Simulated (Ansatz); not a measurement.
Input file for Cl$_{2}$GeI$_{2}$, SMILES `[Cl][Ge]([Cl])([I])[I]`:

```yaml
crystal:
  periodic: [false, false, false]
  atoms:
    - {symbol: Cl, position_ang: [-0.630602, -0.379814, 2.025690]}
    - {symbol: Ge, position_ang: [0.030629, -0.048269, 0.025964]}
    - {symbol: Cl, position_ang: [1.691412, -1.340577, -0.317248]}
    - {symbol: I, position_ang: [-1.801184, -0.620869, -1.554696]}
    - {symbol: I, position_ang: [0.759643, 2.315929, -0.221011]}
basis:
  gaussian: {orbitals: def2-TZVPP}
correlation: {method: ccsd_t}
output: {orbitals: {seedname: orbitals}}
```

```sh
$ ansatz run in.yaml --threads 4 --pin off --events-out ev --progress --plain --max-ram 11315MiB
```

Log, shortened:

```
Functional definition: HF
1785 factors; integrals over basis functions are off by at most 6.9e-4 eV
mean field evaluation 1: about -97629.2477 eV, gradient 2.7e1 eV
mean field evaluation 2: about -97629.3865 eV, gradient 2.7e1 eV
mean field evaluation 4: about -97631.4642 eV, gradient 2.8e0 eV
mean field evaluation 8: about -97631.5056 eV, gradient 7.4e-2 eV
mean field -97631.50560327 eV, -3587.8916539088 hartree, gradient 2.5e-6 eV, S^2 0.000000; 0 other end points of the search recorded, 0 dependent functions left out
27 core orbitals not correlated: weight in the atoms' cores, before any rotation towards them, 1.000 or more for the frozen orbitals, at most 0.000 for the correlated occupied ones
reference -97631.50560327 eV, -3587.8916539088 hartree; 31, 31 occupied and 174, 174 virtual orbitals, 1785 factors
second order -43.76786983 eV of doubles, -0.00000000 eV of singles
cycle   1  -41.56703064 eV  change     2.2e0 eV  update   1.3e-1
cycle   2  -42.60764842 eV  change    -1.0e0 eV  update   3.5e-2
cycle   3  -42.73296792 eV  change   -1.3e-1 eV  update   1.5e-2
cycle   4  -42.69349680 eV  change    3.9e-2 eV  update   3.1e-3
cycle   5  -42.69253915 eV  change    9.6e-4 eV  update   1.5e-3
cycle   6  -42.69368191 eV  change   -1.1e-3 eV  update   3.6e-4
cycle   7  -42.69329982 eV  change    3.8e-4 eV  update   1.4e-4
cycle   8  -42.69323491 eV  change    6.5e-5 eV  update   3.6e-5
perturbative correction -1.36452237 eV, -0.0501452721 hartree
Total energy: -97675.56336055 eV, -3589.5107466255 hartree
```

Hardware: 4 threads of an Arm Neoverse V1 on a shared host. Wall time 2.5 min, peak host memory 3.1 GiB.

Correlation energy per correlated electron: -0.711 eV. T1 diagnostic: 0.0087.
